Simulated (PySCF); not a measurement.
[Pr(CH3)2]+ at several levels of theory

Computed with PySCF 2.14.0 (density fitting, no spin-orbit coupling) at the geometry relaxed with PBE0:

```xyz
9
[Pr(CH3)2]+ (singlet in the valence; each metal's 4f electrons, 2 of them, lie in its core potential, out of spins and levels)
Pr    0.0000    0.0000   -0.2013
C     1.8283   -0.1196    1.2593
H     2.6691    0.5213    0.9277
H     1.5495    0.1988    2.2820
H     2.2258   -1.1516    1.3411
C    -1.8283    0.1196    1.2593
H    -2.6691   -0.5213    0.9277
H    -1.5495   -0.1988    2.2820
H    -2.2258    1.1516    1.3411
```

```csv
level,basis,state,HOMO (eV),gap (eV),charge on Pr1 (e),population of f-type functions on Pr1 (polarisation alone where 4f lies in the core),dipole about the centre of mass (D),largest force component (eV/Å)
PBE0,"Pr lcecp-1-SVP with ECP48, C def2-SVP, H def2-SVP",singlet,-11.28,4.53,1.32,0.04,3.78,0.01
PBE0,"Pr lcecp-1-TZVP with ECP48, C def2-TZVP, H def2-TZVP",singlet,-11.24,4.52,1.59,0.04,3.91,0.28
```

In the lcecp rows the 4f levels are missing from HOMO and gap, and the state counts the valence alone.

Charges are Mulliken's, which hang on the basis. The relaxation used the grid (50, 194), these runs (75, 302) or, all-electron (x2c bases, spin-free X2C Hamiltonian), (99, 590).

(1) A further run in the first row's basis gives HOMO (eV) -10.14, gap (eV) 2.69, charge on Pr1 (e) 1.21, population of f-type functions on Pr1 (polarisation alone where 4f lies in the core) 0.04, dipole about the centre of mass (D) 3.29, largest force component (eV/Å) 0.29. Which level was it?
A. TPSSh
B. revPBE

An lcecp potential fixes the number of 4f electrons, so in runs with it no electron can move into or out of that shell.

## Answers

(1) B. The others give HOMO -10.62 eV (TPSSh).
